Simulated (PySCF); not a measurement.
PySCF input for BFHI, SMILES FBI, PBE-D3(BJ)/def2-TZVP. Geometry: PBE-D3(BJ)/def2-TZVP. The def2 effective core potentials stand for the cores of I; spin–orbit coupling is left out.

```python
import numpy as np
from pyscf import gto, scf, dft, df
from pyscf.hessian import thermo

mol = gto.M(
    atom='''
    B    -0.56450436    1.47009891    0.00000000
    F     0.36537368    2.40910710    0.00000000
    H    -1.72590247    1.76169270    0.00000000
    I     0.02377474   -0.58102172    0.00000000
    ''',
    basis='def2-TZVP',
    ecp={'I': 'def2-tzvp'},
    charge=0,
    spin=0,
    max_memory=1600,
    verbose=3,
)
mf = dft.RKS(mol, xc='pbe').density_fit(auxbasis='def2-universal-jkfit')
mf.disp = 'd3bj'
mf.grids.level = 3
mf.conv_tol = 1e-11
mf.max_cycle = 100
mf.kernel()

# analytic Hessian; the response equations are solved on a coarser grid
h, args, fine = mf.Hessian(), (mf.mo_energy, mf.mo_coeff, mf.mo_occ), mf.grids
h.max_memory = max(150, 2.5e-5 * df.make_auxmol(mol, mf.with_df.auxbasis).nao * mol.nelec[0] * (mol.nelec[0] + mol.nao))  # MB; small integral blocks
h1ao = h.make_h1(mf.mo_coeff, mf.mo_occ)
mf.grids = dft.Grids(mol).set(level=1).build(with_non0tab=True)
mo1, mo_e1 = h.solve_mo1(*args, h1ao)
mf.grids = fine
hess = h.hess_elec(*args, mo1, mo_e1, h1ao) + h.hess_nuc()
if mf.do_disp():
    hess += h.get_dispersion()
for i in range(mol.natm):  # the analytic DFT Hessian lacks the response of the grid: restore translational invariance
    hess[i, i] -= hess[i].sum(axis=0)
hess = (hess + hess.transpose(1, 0, 3, 2)) / 2
vib = thermo.harmonic_analysis(mol, hess, imaginary_freq=False)
thermo.dump_normal_mode(mol, vib)
th = thermo.thermo(mf, vib['freq_au'][vib['freq_au'] > 0], 298.15, 101325)
thermo.dump_thermo(mol, th)
g0 = mf.nuc_grad_method().set(verbose=0).kernel()

# dipole derivatives [dipole axis, atom, xyz] from the same response
r, irp = mol.intor('int1e_r'), mol.intor('int1e_irp').reshape(3, 3, mol.nao, mol.nao)
sl, dm0, ok = mol.aoslice_by_atom(), np.array(mf.make_rdm1()), []
dmu = np.einsum('a,xt->xat', mol.atom_charges(), np.eye(3))
for a, (_, _, p0, p1) in enumerate(sl):
    dmu[:, a] += 2 * np.einsum('xtij,ij->xt', irp[:, :, :, p0:p1], dm0.reshape(-1, mol.nao, mol.nao).sum(0)[:, p0:p1])
    for u, c, occ, f in [(mo1, mf.mo_coeff, mf.mo_occ, 4)]:
        dmu[:, a] -= f * np.einsum('tui,xuv,vi->xt', u[a], r, c[:, occ > 0], optimize=True)
L = vib['norm_mode']
ir = 974.8801 * (np.einsum('xat,kat->kx', dmu, L) ** 2).sum(1)       # km/mol
apt = np.einsum('xax->a', dmu) / 3
print('mode   freq/cm-1   IR/(km/mol)')
for k, w in enumerate(vib['freq_wavenumber']):
    print(f'{k + 1:4d} {w:11.2f} {ir[k]:13.3f}')
print('max |gradient| / (hartree/bohr):', abs(g0).max())
print('APT charges:', apt.round(4))
```

Output:

```
converged SCF energy = -422.980057422699

WARN: DFTD3 does not support analytical Hessian, using finite difference


WARN: Mole.unit (angstrom) is changed to Bohr

Mode                                 0                   1                   2
Irrep
Freq [cm^-1]                      275.2477            585.0827            757.4525
Reduced mass [au]                  17.5326              4.1681              1.5351
Force const [Dyne/A]                0.7826              0.8407              0.5189
Char temp [K]                     396.0201            841.8038           1089.8055
Normal mode                   x     y     z       x     y     z       x     y     z
       0   B                -0.09 -0.06  0.00   -0.17  0.20  0.00    0.00  0.00  0.18
       1   F                 0.02 -0.19 -0.00    0.04 -0.00 -0.00   -0.00  0.00 -0.04
       2   H                -0.07  0.02 -0.00   -0.13  0.39 -0.00    0.00 -0.00 -0.79
       3   I                 0.00  0.03 -0.00    0.01 -0.02 -0.00   -0.00 -0.00 -0.00
Mode                                 3                   4                   5
Irrep
Freq [cm^-1]                     1035.1617           1265.1400           2612.4360
Reduced mass [au]                   1.1895              9.2561              1.0977
Force const [Dyne/A]                0.7510              8.7289              4.4141
Char temp [K]                    1489.3672           1820.2548           3758.7138
Normal mode                   x     y     z       x     y     z       x     y     z
       0   B                -0.07  0.06  0.00   -0.15 -0.19  0.00   -0.09  0.02  0.00
       1   F                 0.06  0.01 -0.00    0.09  0.10 -0.00    0.00  0.00 -0.00
       2   H                -0.29 -0.86 -0.00   -0.09  0.16 -0.00    0.92 -0.22 -0.00
       3   I                -0.00 -0.00 -0.00    0.00  0.00 -0.00    0.00 -0.00 -0.00
temperature 298.1500 [K]
pressure 101325.00 [Pa]
Rotational constants [GHz] 56.33239 2.82369 2.68891
Symmetry number 1
Zero-point energy (ZPE) 0.01488 [Eh]   39061.187 [J/mol]
                           tot       elec      trans        rot        vib
Entropy [J/mol/K]       282.867      0.000    171.863    100.976     10.028
Cv [J/mol/K]             41.736      0.000     12.472     12.472     16.792
Cp [J/mol/K]             50.050      0.000     20.786     12.472     16.792
Internal energy [J/mol]                      3718.434   3718.434  41048.842
Internal energy [Eh]   -422.96159  -422.98006
Enthalpy [J/mol]                             6197.391   3718.434  41048.842
Enthalpy [Eh]          -422.96065
Gibbs free energy [J/mol]                  -45043.528 -26387.504  38059.030
Gibbs free energy [Eh] -422.99277
mode   freq/cm-1   IR/(km/mol)
   1      275.25         0.314
   2      585.08        63.717
   3      757.45         9.582
   4     1035.16        81.759
   5     1265.14       387.568
   6     2612.44        75.970
max |gradient| / (hartree/bohr): 0.00023543810359651936
APT charges: [ 0.9937 -0.5611 -0.154  -0.2788]
```

The run converged.
